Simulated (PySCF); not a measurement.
PySCF input file for CHI2, SMILES I[CH]I, multiplicity 2, r2SCAN-D4/def2-SVP. Geometry optimised at r2SCAN-D4/def2-SVP. The isomer is the one that the SMILES or the coordinates give; other isomers of the formula were not compared. The def2 effective core potentials stand for the cores of I; spin–orbit coupling is left out.

```python
import numpy as np
from pyscf import gto, scf, dft, df
from pyscf.hessian import thermo

mol = gto.M(
    atom='''
    I    -0.00194035    0.06975612   -1.82122599
    C     0.06567702   -0.90437145    0.00000000
    I    -0.00194035    0.06975612    1.82122599
    H    -0.18838457   -1.96792022    0.00000001
    ''',
    basis='def2-SVP',
    ecp={'I': 'def2-svp'},
    charge=0,
    spin=1,
    max_memory=1600,
    verbose=3,
)
mf = dft.UKS(mol, xc='r2scan').density_fit(auxbasis='def2-universal-jkfit')
mf.disp = 'd4'
mf.grids.level = 4
mf.conv_tol = 1e-11
mf.max_cycle = 100
mf.kernel()
fine, coarse = mf.grids, dft.Grids(mol).set(level=1).build(with_non0tab=True)
for _ in range(3):  # follow internal instabilities
    mf.grids = coarse
    mo, _, stable, _ = mf.stability(return_status=True, nroots=4)
    mf.grids = fine
    if stable:
        break
    mf.kernel(mf.make_rdm1(mo, mf.mo_occ))

# [left out here: the lines that compute and print the analytic Hessian (its translational invariance restored by hand, since the grid's response is missing), thermochemistry and intensities]
```

Log of the run:

```

WARN: HOMO -1.11872413646408 >= LUMO -1.11872413646408


WARN: HOMO 0.053880818504774 >= LUMO 0.0539975081323201

converged SCF energy = -634.217474354346  <S^2> = 0.75862672  2S+1 = 2.0086082
<class 'pyscf.df.df_jk.DFUKS'> wavefunction is stable in the internal stability analysis

WARN: MGGA Hessian is sensitive to dft grids. grids.level 4 may not be dense enough.


WARN: DFTD4 does not support analytical Hessian, using finite difference.


WARN: Mole.unit (angstrom) is changed to Bohr

Mode                                 0                   1                   2
Irrep
Freq [cm^-1]                      129.9312            249.5907            507.2868
Reduced mass [au]                  52.7572              1.4488              5.1777
Force const [Dyne/A]                0.5248              0.0532              0.7850
Char temp [K]                     186.9421            359.1054            729.8727
Normal mode                   x     y     z       x     y     z       x     y     z
       0   I                 0.00 -0.00 -0.06    0.00 -0.00  0.01   -0.00 -0.01  0.02
       1   C                -0.01  0.07 -0.00   -0.15  0.06  0.00    0.02  0.25 -0.00
       2   I                 0.00 -0.00  0.06    0.00 -0.00 -0.01   -0.00 -0.01 -0.02
       3   H                 0.05  0.06 -0.00    0.80 -0.16  0.00   -0.19  0.31 -0.00
Mode                                 3                   4                   5
Irrep
Freq [cm^-1]                      697.2534           1107.6355           3219.3793
Reduced mass [au]                   6.8503              1.0909              1.0888
Force const [Dyne/A]                1.9622              0.7885              6.6488
Char temp [K]                    1003.1924           1593.6408           4631.9701
Normal mode                   x     y     z       x     y     z       x     y     z
       0   I                -0.00  0.01 -0.01    0.00  0.00  0.00    0.00 -0.00  0.00
       1   C                 0.00  0.00  0.27   -0.00 -0.00 -0.08    0.02  0.08 -0.00
       2   I                 0.00 -0.01 -0.01   -0.00 -0.00  0.00    0.00 -0.00 -0.00
       3   H                -0.00  0.00  0.27    0.00  0.00  0.95   -0.22 -0.93  0.00
temperature 298.1500 [K]
pressure 101325.00 [Pa]
Rotational constants [GHz] 33.77665 0.60026 0.58989
Symmetry number 1
Zero-point energy (ZPE) 0.01347 [Eh]   35356.091 [J/mol]
                           tot       elec      trans        rot        vib
Entropy [J/mol/K]       323.838      5.763    178.420    115.846     23.809
Cv [J/mol/K]             50.168      0.000     12.472     12.472     25.224
Cp [J/mol/K]             58.482      0.000     20.786     12.472     25.224
Internal energy [J/mol]                      3718.434   3718.434  39353.928
Internal energy [Eh]   -634.19965  -634.21747
Enthalpy [J/mol]                             6197.391   3718.434  39353.928
Enthalpy [Eh]          -634.19871
Gibbs free energy [J/mol]                  -46998.596 -30820.974  32255.296
Gibbs free energy [Eh] -634.23548
mode   freq/cm-1   IR/(km/mol)
   1      129.93         0.287
   2      249.59        41.825
   3      507.29         1.942
   4      697.25        93.524
   5     1107.64        90.681
   6     3219.38         4.143
max |gradient| / (hartree/bohr): 0.00010431224107178219
APT charges: [-0.1597  0.3036 -0.1597  0.0147]
```

The run converged.
